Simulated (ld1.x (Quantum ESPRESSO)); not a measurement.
## Plane-wave convergence, PAW potential for Mn

```
Element                 : Mn
Generator               : ld1.x (Quantum ESPRESSO) 7.5
Type                    : PAW
Functional              : PBEsol
Relativity              : scalar-relativistic
Frozen core             : [Ar]
Valence charge          : 7
Reference configuration : 3d5 4s1.5 4p0 (charge +0.5)
Partial waves           : 4s (bound): rcut 1.75, rcutus 2.35 bohr; 4s channel at -0.2 Ry: rcut 1.75, rcutus 2.35 bohr; 4p (bound, empty): rcut 3.10, rcutus 3.40 bohr; 4p channel at 3.55 Ry: rcut 3.10, rcutus 3.40 bohr; 3d (bound): rcut 1.75, rcutus 2.10 bohr; 3d channel at 1.55 Ry: rcut 1.75, rcutus 2.10 bohr
Local potential         : all-electron potential smoothed inside 2.35 bohr (lloc = -1)
Core correction         : Bessel-smoothed model core inside 1.75 bohr
Augmentation charge     : BESSEL, radius 1.30 bohr
```

The pseudo-atom Hamiltonian at the reference potential is diagonalised in spherical Bessel functions j_l(qr) that vanish at 20 bohr, with q² up to the cutoff. All-electron valence levels (Ry): 4s -0.6173, 4p -0.3028, 3d -0.7857.

Task: How do the lowest levels (Ry) of each channel move with the cutoff, and are there ghosts?

Result:

| cutoff (Ry) | s #1 | s #2 | p #1 | p #2 | d #1 | f #1 | f #2 | Σ f·Δε (mRy) |
| --- | --- | --- | --- | --- | --- | --- | --- | --- |
| 8 | -0.6172 | -0.1057 | -0.3028 | -0.0475 | -0.0579 | 0.0328 | 0.1409 | 3639.1 |
| 12 | -0.6173 | -0.1057 | -0.3028 | -0.0475 | -0.5508 | 0.0328 | 0.1409 | 1174.7 |
| 15 | -0.6173 | -0.1057 | -0.3028 | -0.0475 | -0.7069 | 0.0328 | 0.1409 | 393.9 |
| 21 | -0.6173 | -0.1057 | -0.3028 | -0.0475 | -0.7833 | 0.0328 | 0.1409 | 12.1 |
| 25 | -0.6173 | -0.1057 | -0.3028 | -0.0475 | -0.7852 | 0.0328 | 0.1409 | 2.8 |
| 35 | -0.6173 | -0.1057 | -0.3028 | -0.0475 | -0.7855 | 0.0328 | 0.1409 | 1.1 |
| 40 | -0.6173 | -0.1057 | -0.3028 | -0.0475 | -0.7856 | 0.0328 | 0.1409 | 0.3 |
| 50 | -0.6173 | -0.1057 | -0.3028 | -0.0475 | -0.7857 | 0.0328 | 0.1409 | 0.2 |
| 400 | -0.6173 | -0.1057 | -0.3028 | -0.0475 | -0.7857 | 0.0328 | 0.1409 | 0.0 |

Result: no extra level below or beside the all-electron valence levels (s, p, d, f tested); 10 mRy is reached at 25 Ry and 1 mRy at 40 Ry.

Its largest configuration-test error is -361 meV.
